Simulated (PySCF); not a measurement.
Atoms are numbered as in `[CH3:1][O:2][C@@H:3]1[CH2:4][CH:5]=[CH:6][O:7]1`. Hydrogens are named by the atom that carries them. Ha(C4) is cis to O2 on the ring; Hb(C4) is trans to O2 on the ring.

Computational details: geometry: GFN2-xTB, GIAO PBE0/pcSseg-1 shieldings, in PySCF (relativity neglected, gas phase, one averaged value for each set of equivalent atoms, one computed conformer).

Shifts are taken against calculated references (same method and geometry level): ¹³C and ¹H against TMS; ¹⁷O vs H2O.

```
 atoms  nucleus  count  δ (ppm)
    C4      ¹³C      1        ?
    O2      ¹⁷O      1     84.2
 H(C1)       ¹H      3     3.60
    C3      ¹³C      1    109.7
 H(C5)       ¹H      1     4.99
    C1      ¹³C      1        ?
    O7      ¹⁷O      1        ?
 H(C3)       ¹H      1     5.51
 H(C6)       ¹H      1     6.36
    C5      ¹³C      1    103.9
Hb(C4)       ¹H      1        ?
Ha(C4)       ¹H      1     2.75
    C6      ¹³C      1    152.3
```

Estimate the values marked ?.

Answers


- C1: 57.2 ppm, methyl carbon bonded to O; pulled downfield by the heteroatom
- C4: 42.3 ppm, allylic sp3 CH2; saturated and bonded to C and H only
- Hb(C4): 2.96 ppm, hydrogen on an allylic sp3 CH2; allylic position
- O7: 171.5 ppm, ether oxygen

Shifts are as computed. Against solution values, carbons near 30 ppm lie about +3 ppm off and those near 130 ppm about +5 ppm. Of 1211 compounds with measured shifts, 218 miss one by over three times the rms of a fit or turn the order of signals round; such compounds aren't used in these exercises. Experimental scales use liquid or dissolved standards, which lie at an offset from isolated H2O (liquid H2O: subtract about 36 ppm).
